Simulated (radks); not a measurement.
Results of a calculation; reference values are marked as such.
The manganese ion Mn2+ inside a hard spherical wall (all orbitals vanish at R), configuration held at [Ar] 3d5 and not refilled when levels cross. Level of theory: scalar-relativistic Kohn-Sham, PBEsol, spin-unpolarised, spherical densities, point nucleus (a radial shooting solver on a logarithmic mesh with Libxc functionals). Eigenvalues in eV, with the zero of energy where the potential of the charges vanishes at infinity; a dash marks a level that is unbound or too diffuse for the functional's potential to be trusted. A positive occupied level is held by the wall or, in an anion where self-interaction has pushed it up, behind a barrier. The pressure on the wall is -dE/dV.

| R (bohr) | E (hartree) | kinetic (hartree) | e(2p) | e(3s) | e(3p) | e(3d) | e(4s, empty) | e(4p, empty) | pressure (GPa) |
|---|---|---|---|---|---|---|---|---|---|
| free | -1156.28485 | 1168.941 | -647.32 | -103.42 | -72.273 | -24.281 | -19.226 | -13.672 | 0 |
| 12 | -1156.28485 | 1168.941 | -647.32 | -103.42 | -72.273 | -24.281 | -19.226 | -13.672 | < 0.0001 |
| 10 | -1156.28485 | 1168.941 | -647.32 | -103.42 | -72.273 | -24.281 | -19.226 | -13.670 | < 0.0001 |
| 8 | -1156.28484 | 1168.941 | -647.32 | -103.42 | -72.272 | -24.281 | -19.223 | -13.646 | 0.000227 |
| 7 | -1156.28482 | 1168.941 | -647.32 | -103.42 | -72.270 | -24.278 | -19.206 | -13.565 | 0.00296 |
| 6 | -1156.28458 | 1168.944 | -647.30 | -103.40 | -72.253 | -24.262 | -19.106 | -13.262 | 0.0379 |
| 5 | -1156.28249 | 1168.963 | -647.16 | -103.28 | -72.142 | -24.152 | -18.598 | -12.190 | 0.476 |
| 3.5 | -1156.22768 | 1169.304 | -645.29 | -101.79 | -70.692 | -22.588 | -12.761 | -3.671 | 23.3 |
| 2.5 | -1155.73419 | 1171.795 | -636.75 | -95.717 | -64.637 | -15.281 | 13.441 | 27.484 | 514 |
| 1.5 | -1146.21107 | 1209.557 | -572.25 | -48.360 | -13.958 | 41.871 | 215.82 | 233.04 | 35200 |
